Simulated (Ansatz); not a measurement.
Ansatz results at the PBE0-D4/def2-TZVP geometry: LUMO energy (PBE/def2-TZVPP) -0.90 eV; zero-point energy (PBE0-D4/def2-TZVP) 213.4 kJ/mol; ideal-gas entropy at 298 K and 1 bar (rigid rotor, harmonic PBE0-D4/def2-TZVP) 346 J/(mol·K).

Each molecule was computed in one conformer, which needn't be the lowest.

Q: Which molecule gave them?
A. `NC[Se][SiH3]`
B. `OC(F)(Cl)Cl`
C. `NC=C=CF`
D. `BCC(C)=O`

A: A. The others give `NC=C=CF`: -0.78, 175.4, 309; `BCC(C)=O`: -2.70, 247.2, 330; `OC(F)(Cl)Cl`: -1.71, 66.8, 314.
